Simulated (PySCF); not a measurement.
Computed shifts of a molecule C5H7F, PBE/pcSseg-1 run with PySCF, GIAO, gas phase, equivalent atoms averaged, in ppm (number of nuclei): ¹³C: 162.5 (1), 116.0 (1), 46.7 (1), 33.6 (1), 24.1 (1). ¹⁹F: -94.5 (1). ¹H: 5.19 (1), 3.26 (1), 2.77 (1), 2.46 (1), 1.45 (3). References: ¹³C against TMS (σ = 182.0 ppm); ¹⁹F against CFCl3 (σ = 133.6 ppm); ¹H against TMS (σ = 31.49 ppm), references at their B3LYP-D3(BJ)/def2-TZVP geometries, non-relativistic. The structure is a stationary point at B3LYP-D3(BJ)/def2-SVP. The values are those of a single conformer.

Identify the compound among the candidates.
A. CC#C[C@@H](C)F
B. C=C=C[C@@H](C)F
C. F/C=C\C1CC1
D. C[C@H]1C=C(F)C1

D, C[C@H]1C=C(F)C1
